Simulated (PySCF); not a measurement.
Br2H2InN, SMILES [Br][In]([NH2])[Br].

Geometry optimised at PBE0-D3(BJ)/def2-SVP. The structure was generated by enumeration; whether it is a known compound was not checked. The def2 effective core potentials stand for the cores of In; spin–orbit coupling is left out. One conformer was computed; it need not be the lowest.

Two levels are set side by side: PBE/def2-TZVP (PySCF) and r2SCAN/def2-TZVP (PySCF). Same geometry, gas phase. Differences are taken from unrounded values.

```
quantity                       PBE
---------------------------  -----
orbital gap (eV)              3.47
highest occupied level (eV)  -6.61
lowest empty level (eV)      -3.14
dipole moment (D)             2.69
mean polarisability (bohr³)   88.5
```

Q: These are the PBE values. What does r2SCAN give? (An estimate is asked for; the answer gives what the named calculation found.)

A: 
| quantity | r2SCAN | PBE minus r2SCAN |
|---|---|---|
| orbital gap (eV) | 3.96 | -0.49 |
| highest occupied level (eV) | -6.92 | 0.31 |
| lowest empty level (eV) | -2.96 | -0.18 |
| dipole moment (D) | 2.75 | -0.07 |
| mean polarisability (bohr³) | 85.5 | 3.0 |

Rough cost on one machine, each run with all the roots and properties that it gave: r2SCAN against PBE about 3 times.
